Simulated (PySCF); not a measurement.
Compound: C₅H₈F₂Si.
SMILES with atom numbers: `[F:1][CH:2]([F:3])[C@H:4]1[CH:5]=[CH:6][CH2:7][SiH2:8]1`

Cartesian coordinates in Å at the PBE0-D3(BJ)/def2-SVP level; atoms count from 1:
```xyz
16
C5H8F2Si angstrom
F      2.704    1.100   -0.817
C      1.997   -0.024   -0.541
F      2.819   -0.859    0.141
C      0.788    0.301    0.298
C     -0.188    1.226   -0.384
C     -1.489    0.904   -0.405
C     -1.952   -0.373    0.246
Si    -0.314   -1.199    0.735
H      1.741   -0.502   -1.504
H      1.187    0.769    1.217
H      0.181    2.153   -0.835
H     -2.221    1.569   -0.877
H     -2.560   -0.984   -0.442
H     -2.597   -0.167    1.119
H      0.012   -2.377   -0.126
H     -0.217   -1.606    2.166
```

NICS = −σ at a ghost point: NICS(0) at the centroid of the ring atoms, NICS(1) 1 Å to either side along the normal of their mean plane, zz for the tensor component along that normal. Level: GIAO PBE0/pcSseg-1 (PySCF, non-relativistic, gas phase) on the PBE0-D3(BJ)/def2-SVP geometry, one conformer.

Ring bond lengths (Å), with Mayer bond orders in brackets: C4–C5 1.508 (0.99), C5–C6 1.341 (1.90), C6–C7 1.506 (1.03), C7–Si8 1.899 (0.90), Si8–C4 1.912 (0.84).

Give the NICS values of each ring in ppm.

| ring | type | NICS(0) | NICS(1), two faces | NICS(1)zz, two faces | rms pucker (Å) | centre to ring atoms, mean (Å) |
| --- | --- | --- | --- | --- | --- | --- |
| C4–C5–C6–C7–Si8 | 5-membered ring with Si; formal bonds 1 double, 4 single | -2.5 | -3.0 / -3.5 | -1.9 / -1.7 | 0.05 | 1.38 |

What do they say, and how far can they be read as aromaticity?

- C4–C5–C6–C7–Si8: mean NICS(1)zz -1.8 ppm, near zero. C4, C7, Si8 have four or more neighbours, so the value isn't read as a sign of a π ring current.

What is the mean of the two in-plane components of NICS at the second NICS(1) probe listed for ring C4–C5–C6–C7–Si8, 1 Å off the ring?

The isotropic value is a third of the trace: (3 × -3.5 − (-1.7))/2 = -4.4 ppm.

Give the inner angles of the rings and the Hirshfeld charges of the ring atoms.

- C4–C5–C6–C7–Si8: C4 102.2° (-0.136 e), C5 119.2° (-0.055 e), C6 119.7° (-0.042 e), C7 102.4° (-0.159 e), Si8 95.6° (+0.345 e); sum 539.1° against 540° for a flat convex ring.

How do the values depend on the level or the medium?

| level | NICS(0), C4–C5–C6–C7–Si8 | mean NICS(1)zz, C4–C5–C6–C7–Si8 |
| --- | --- | --- |
| PBE0/pcSseg-1, gas | -2.5 | -1.8 |
| wB97X-D/pcSseg-1, gas | -2.2 | -1.6 |
| PBE0/pcSseg-1, IEF-PCM chloroform | -2.4 | -1.8 |

The geometry is the same throughout; the continuum's cavity takes Bondi-type radii × 1.2.

The run took 21 s of wall time on one thread, Arm Neoverse V2 (aarch64), no GPU, on a shared host, and the process peaked at 1.0 GiB of memory. This is the whole shielding run at PBE0/pcSseg-1, SCF included.
